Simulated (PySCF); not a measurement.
**Correlation energy of Cl⁺ (chlorine, charge +1)**

[Ne] 3s2 3p4, high-spin 3P determinant. Calculation: PySCF 2.14, in x2c-QZVPPall (9s6p4d2f1g, 70 functions); the spin-free X2C one-electron Hamiltonian (Gaussian nucleus). Frozen: [Ne]; 6 electrons correlated.

| level | correlation energy (mhartree) |
| --- | --- |
| CCSD | -159.70 |
| (T) | -5.33 |
| CCSD(T) | -165.03 |

Diagnostics: T1 = 0.0092, D1 = 0.0286, largest double amplitude 0.049.

Cost of the coupled-cluster step: roughly 10 core-seconds, for 6 correlated electrons.
